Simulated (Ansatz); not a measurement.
`Cl[SiH2]Cl` + H₂Se → `Cl[SiH2][SeH]` + HCl at 600 K and 1 bar (ligand exchange at the Si–Cl bond).

Isolated molecules relaxed with PBE0-D4/def2-TZVP in Ansatz; ΔE leaves out vibrations. CCSD(T)/CBS is the MP2 limit (def2-TZVPP, def2-QZVPP) plus CCSD(T) − MP2 in def2-TZVPP, frozen cores. This one scheme is used for every species. For Se outer-core shells are correlated without core-valence functions, which leaves a few kJ/mol of doubt a bond. Scalar relativity is left out up to krypton. One conformer a species, not always the lowest.

| species | CCSD(T)/CBS energy (Eh) | H − E (kJ/mol) | S (J/(mol·K)) |
| --- | --- | --- | --- |
| `Cl[SiH2]Cl` | -1209.93203 | 89.6 | 338.0 |
| H₂Se | -2401.89790 | 57.0 | 244.8 |
| `Cl[SiH2][SeH]` | -3151.43476 | 114.1 | 387.9 |
| HCl | -460.38127 | 35.4 | 207.2 |

H − E and S are ideal-gas, rigid-rotor, harmonic terms from PBE0-D4/def2-TZVP, for one conformer and one mirror image of each species. 1 Eh = 2625.50 kJ/mol, R = 8.31446 J/(mol·K).

Q: By hand: ΔE, ΔH, ΔS and ΔG.

A: ΔE = (-3151.43476) + (-460.38127) − (-1209.93203) − (-2401.89790) = 0.01390 Eh = 36.5 kJ/mol. Δ(H − E) = 114.1 + 35.4 − 89.6 − 57.0 = 2.9, so ΔH = 39.4 kJ/mol. ΔS = 387.9 + 207.2 − 338.0 − 244.8 = 12.3 J/(mol·K). ΔG = 39.4 − 600 × (12.3)/1000 = 32.0 kJ/mol.

Q: By hand: the equilibrium constant, and the temperature at which ΔG would vanish if ΔH and ΔS stayed fixed.

A: log₁₀ K = −ΔG/(RT ln 10) = -2.8. ΔG = 0 at ΔH/ΔS = 3203 K, far beyond where these terms or the molecules hold.

The number of gas molecules stays the same, so ΔS is small and ΔH decides. A doubt of 5 kJ/mol in ΔE shifts log₁₀ K by 0.4 here. Other conformers and mirror images would add mixing entropy, several J/(mol·K) or more a flexible species. These are equilibria of isolated gas molecules and say nothing of rates. Largest T1 diagnostic: 0.009 (customary marks: 0.02 for closed shells, 0.045 for open ones).
